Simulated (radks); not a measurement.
The numbers below are computed, except where a source is named.
Coherent X-ray form factor from a spherical all-electron density. Code: a radial shooting solver on a logarithmic mesh with Libxc functionals. Model: scalar-relativistic Kohn-Sham, PBE, spin-polarised, spherical densities, finite nucleus; Fermi nuclear charge, rms radius of each element as measured or else 0.836 A^(1/3) + 0.57 fm.

| sin(theta)/lambda (1/angstrom) | f0 (electrons) |
|---|---|
| 0.05 | 27.935 |
| 0.1 | 27.742 |
| 0.15 | 27.424 |
| 0.2 | 26.988 |
| 0.25 | 26.442 |
| 0.3 | 25.796 |
| 0.4 | 24.256 |
| 0.5 | 22.471 |
| 0.6 | 20.552 |
| 0.8 | 16.706 |
| 1 | 13.322 |
| 1.25 | 10.131 |
| 1.5 | 8.050 |
| 2 | 5.964 |

The species is in the configuration that NIST lists as its ground one. Which atom or ion scatters so?

Answer. The technetium ion Tc15+, [Ar] 3d10. Extrapolating in s^2 from the first two rows gives f0(0) = 28.0, near the electron count 28; among species with that count, the fall with angle is slower the higher Z, and the table is that of Z = 43; from so few rows the species is fixed only to a neighbour or two.
